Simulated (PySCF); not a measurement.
Species: C₄H₇FO₃S.
SMILES with atom numbers: `[CH3:1][CH2:2][C@@:3]1([F:4])[CH2:5][O:6][S@:7](=[O:8])[O:9]1`

Probes without a nucleus sit at each ring's centroid and 1 Å off its mean plane on both sides; NICS is minus the shielding there, NICSzz its component along the normal. Level: GIAO PBE0/pcSseg-1 (PySCF, non-relativistic, gas phase) on the GFN2-xTB geometry, one conformer.

Ring bond lengths (Å), with Mayer bond orders in brackets: C3–C5 1.543 (0.98), C5–O6 1.394 (0.87), O6–S7 1.674 (0.86), S7–O9 1.708 (0.79), O9–C3 1.371 (0.94).

Problem. What do the NICS probes read (ppm)?

Solution. 
```csv
ring,type,NICS(0),"NICS(1), two faces","NICS(1)zz, two faces",rms pucker (Å),"centre to ring atoms, mean (Å)"
C3–C5–O6–S7–O9,5-membered ring with 2 O and S; formal bonds all single,-8.5,-4.3 / -1.9,-7.6 / -3.1,0.11,1.30
```

Problem. What can be read from them?

Solution. 
- C3–C5–O6–S7–O9: mean NICS(1)zz -5.4 ppm, shielded. C3, C5 have four or more neighbours, and the NICS criterion for π rings isn't applied. The two faces differ by 4.5 ppm, so no symmetry operation interchanges them. NICS(0) lies 5 ppm below the mean NICS(1).

Problem. What is the mean of the two in-plane components of NICS at the first NICS(1) probe listed for ring C3–C5–O6–S7–O9, 1 Å off the ring?

Solution. The isotropic value is a third of the trace: (3 × -4.3 − (-7.6))/2 = -2.6 ppm.

Problem. Give the inner angles of the rings and the Hirshfeld charges of the ring atoms.

Solution. 
- C3–C5–O6–S7–O9: C3 106.2° (+0.152 e), C5 106.3° (-0.017 e), O6 114.4° (-0.172 e), S7 90.8° (+0.460 e), O9 114.5° (-0.175 e); sum 532.3° against 540° for a flat convex ring.

The values belong to the conformer `[CH3:1][CH2:2][C@@:3]1([F:4])[CH2:5][O:6][S@:7](=[O:8])[O:9]1`: C1–C2–C3–F4 -62°.
